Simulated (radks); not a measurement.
Q: The tantalum ion Ta12+ is in [Kr] 4d10 4f12 5s2 5p1. All-electron calculation, scalar-relativistic Kohn-Sham, PBEsol, spin-polarised, spherical densities, finite nucleus; Fermi nuclear charge, rms radius of each element as measured or else 0.836 A^(1/3) + 0.57 fm. Program: a radial shooting solver on a logarithmic mesh with Libxc functionals. Open shells are filled with parallel spins first. One electron is removed from 4d, 5p, 4f, 5s in turn, with full relaxation. Which removal costs least, and what does each cost?

A: 5p 243.95 eV; 4f 264.56 eV; 5s 283.93 eV; 4d 466.32 eV. The 5p electron leaves first.
